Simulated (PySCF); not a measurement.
**Exercise with solution: entropy of an ideal gas**

PbI, SMILES [I][Pb+] (connectivity only; charge and spin as stated), charge +1, multiplicity 1.

The structure is a stationary point at PBE-D3(BJ)/def2-TZVP. The spin state was assumed, not searched. The def2 effective core potentials stand for the cores of I, Pb; spin–orbit coupling is left out.

PBE-D3(BJ)/def2-TZVP (PySCF 2.14.0) gives the harmonic wavenumbers 196 cm⁻¹ and the rotational temperature 0.0423 K. The molar mass is 334.10 g/mol, the symmetry number 1, the spin multiplicity 1.

Task: Work out the entropy at 298.15 K and 1 atm in the rigid-rotor, harmonic-oscillator model.

Result: 
Translation (Sackur–Tetrode at 1 atm): S = R[1.5 ln M + 2.5 ln T − 1.16487] = 181.2 J/(mol K).
Rotation: q = T/(σ θ) = 7050, S = R[ln q + 1] = 82.0 J/(mol K).
Vibration: with u = 1.4388 ν/T, each mode gives R[u/(e^u − 1) − ln(1 − e^−u)]:
```csv
ν (cm⁻¹),modes,u,S (J/(mol K))
196,1,0.95,9.08
```
These are all the modes. Sum 9.1 J/(mol K).
Spin: R ln 1 = 0.0 J/(mol K).
Total 272.3 J/(mol K); the program's own thermochemistry gives 272.3. Translation makes up 67 % and vibration 3 %. Anharmonicity, hindered rotation and orbital degeneracy are left out.
